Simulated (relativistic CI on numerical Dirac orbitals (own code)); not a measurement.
**What each ingredient does to the levels of Zr37+**

Base calculation: Dirac-Coulomb-Breit CI, KLI orbitals optimised for each configuration, QED by a radiative potential, unscaled Slater integrals.

CI space (outside the closed core 1s2): 2s, 2p, 3s, 3p, 3d, 4s, 4p, 4d, 4f, 5s, 5p, 5d, 5f, 5g, 6s, 6p, 6d. Levels of other configurations are missing.

The lowest level and the first level of each name with at least 55 % of one term (blank where a level has no safe partner in the second run):

```
     Level  Base (eV)  Shift (eV)
 2s 2S_1/2       0.00        0.00
2p 2P°_1/2      81.19       -0.07
2p 2P°_3/2     183.26       -0.07
 3s 2S_1/2    2888.45       +0.17
3p 2P°_1/2    2910.96       +0.17
3p 2P°_3/2    2941.22       +0.17
 3d 2D_3/2    2949.18       +0.21
 3d 2D_5/2    2958.65       +0.21
 4s 2S_1/2    3885.75       +0.47
4p 2P°_1/2    3895.00       +0.48
4p 2P°_3/2    3907.74       +0.48
 4d 2D_3/2    3911.06       +0.52
 4d 2D_5/2    3915.05       +0.52
4f 2F°_5/2    3915.23       +0.43
4f 2F°_7/2    3917.21       +0.43
 5s 2S_1/2    4343.50       +0.65
5p 2P°_1/2    4348.17       +0.65
5p 2P°_3/2    4354.68       +0.65
 5d 2D_3/2    4356.36       +0.65
 5d 2D_5/2    4358.41       +0.65
5f 2F°_5/2    4358.51       +0.64
5f 2F°_7/2    4359.53       +0.64
```

At this charge energies of transitions that change n are usually good to better than 1 %, and those within a shell (Δn = 0) to a few per cent.

Question: One thing was changed in a second run, which moved the levels as shown. Which?
A. Breit term removed
B. one mean potential for all configurations
C. P86 correlation estimate
D. configuration mixing switched off
E. QED terms removed

Answer: C. P86 correlation estimate. A correlation estimate moves all levels of a configuration together before mixing; mixed levels move by a weighted share.
